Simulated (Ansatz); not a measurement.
C₂H₄ClNOSi, SMILES `N[Si]1(Cl)C=C1O`. Total charge 0; spin multiplicity 1. The geometry is a stationary point of PBE0-D4/def2-TZVP. It is one conformer, not always the lowest.

```xyz
10

N     0.256   -1.039    1.715
Si    0.637   -0.130    0.344
Cl    2.580    0.449    0.655
C    -0.071   -0.333   -1.274
C    -0.464    0.825   -0.685
O    -1.253    1.847   -1.010
H    -0.651   -1.450    1.854
H     0.848   -1.068    2.526
H    -0.271   -0.808   -2.229
H    -1.612    1.706   -1.897
```

(1) What is the dipole moment at PBE/def2-TZVPP? (Best estimate.)

(2) And with r2SCAN, B3LYP, ωB97M-V? (An estimate is asked.)

(3) Give the Mulliken charges with PBE, ωB97M-V, r2SCAN in def2-TZVPP. (Estimate.)

Answers

(1) The calculation gave: 2.37 D, with components (-2.03, -1.20, -0.26) D in this frame, pointing from negative to positive charge.

(2) Ansatz gave: r2SCAN 2.43 D, B3LYP 2.38 D, ωB97M-V 2.38 D.

(3) The calculation gave: 
```tsv
atom	PBE	ωB97M-V	r2SCAN
N1	-0.40	-0.37	-0.48
Si2	0.45	0.55	0.67
Cl3	-0.24	-0.23	-0.27
C4	-0.23	-0.28	-0.28
C5	0.03	0.02	0.03
O6	-0.23	-0.27	-0.30
H7	0.16	0.12	0.17
H8	0.17	0.13	0.17
H9	0.10	0.13	0.08
H10	0.19	0.18	0.21
```

B3LYP here is the variant with VWN-RPA as its local correlation; programs differ in this.
